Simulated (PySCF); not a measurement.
pyrrole-2-carbonitrile, C5H4N2, SMILES N#Cc1ccc[nH]1, point group Cs.

Force field and properties: B3LYP/pcSseg-1 (PySCF, grid level 2). Vibrational terms come from second-order perturbation theory with semi-diagonal cubic constants, by steps of ±0.6 along the normal coordinates of each isotopologue. The parent has the commonest isotopes.

Equilibrium geometry (Å):

```csv
atom,x,y,z
N1,3.3757,0.0308,-0.0565
C2,2.2180,0.0596,-0.0373
C3,0.8055,0.0877,-0.0145
C4,-0.0742,1.1563,0.0808
C5,-1.3833,0.6256,0.0590
C6,-1.2744,-0.7475,-0.0486
N7,0.0501,-1.0670,-0.0926
H8,0.2151,2.1954,0.1568
H9,-2.3081,1.1835,0.1156
H10,-2.0341,-1.5149,-0.0966
H11,0.4314,-1.9989,-0.1701
```

Q: Give the equilibrium and ground-state rotational constants (MHz) of parent; ²H at 10.

A: 
```csv
species,Ae,Be,Ce,A0,B0,C0,Δ0 (u Å²),harmonic ZPE (cm⁻¹)
parent,8957,1989.3,1627.8,8887.8,1982.2,1620.3,0.089,17839
²H at 10,8637.8,1938.4,1583.1,8573.6,1931.4,1575.9,0.087,17134
```

Δ0 = Ic − Ia − Ib from the ground-state constants.

Q: How is the parent's vibrational correction B0 − Be made up?

A: 
| axis | harmonic | Coriolis | cubic | total (MHz) |
| --- | --- | --- | --- | --- |
| a | 11 | -10.7 | -69.4 | -69.2 |
| b | 1.45 | -0.914 | -7.61 | -7.07 |
| c | 0.381 | -0.481 | -7.39 | -7.49 |

Q: And its quartic centrifugal distortion constants from the harmonic force field?

A: Asymmetric top, A reduction, Ir representation: ΔJ = 0.0707 kHz, ΔJK = 2.53 kHz, ΔK = 0.168 kHz, δJ = 0.0136 kHz, δK = 1.43 kHz.

Q: Which nuclear quadrupole couplings χaa, χbb, χcc (MHz) does the parent show, at equilibrium and averaged?

A: 14N at 1: -4.6, 3.1, 1.4 and -4.6, 3.1, 1.4; 14N at 7: 1.5, 1.8, -3.2 and 1.4, 1.7, -3.2.

A mode lies under 250 cm⁻¹, where this perturbation treatment is rough.
